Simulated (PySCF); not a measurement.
Cl$_{4}$Ga (SMILES [Cl][Ga-]([Cl])([Cl])[Cl]), charge -1, singlet, geometry from GFN2-xTB (such geometries of metal compounds can be far from the true shape). Base run: DF-M06/cc-pVDZ (PySCF).

Input for PySCF:
```python
from pyscf import gto, scf, dft

mol = gto.M(
    atom='''
Ga    0.00000000    0.00000000   -0.00000000
Cl    1.71278737   -0.59908363   -1.19330116
Cl    0.65537446    0.49189976    2.01122558
Cl   -0.93767909    1.73912871   -0.90149802
Cl   -1.43048275   -1.63194484    0.08357359
''',
    basis='cc-pvdz',
    charge=-1,
    verbose=4,
)

mf = dft.RKS(mol)
mf.xc = 'm06'
mf = mf.density_fit(auxbasis='def2-universal-jkfit')
mf.kernel()
```

Variants of this job, named by their change:

```csv
change,ΔE vs base (mEh),grid points,electrons on the grid
base,0.000,96424,99.99999
grids.level = 0,-331.5,8920,100.00041
"grids.atom_grid = (99, 590)",-0.055,148296,100.00000
grids.radi_method = gauss_chebyshev,0.066,94208,99.99999
"grids.atom_grid = (50, 194)",2.111,31496,100.00009
"grids.atom_grid = (30, 110)",-119.4,12120,99.99946
grids.prune = dft.gen_grid.treutler_prune,0.001,94400,99.99999
grids.radi_method = mura_knowles,-0.050,89080,99.99999
grids.radi_method = delley,-0.179,98384,99.99999
grids.level = 4,-0.042,145144,100.00000
grids.becke_scheme = stratmann,0.009,96424,100.00000
```
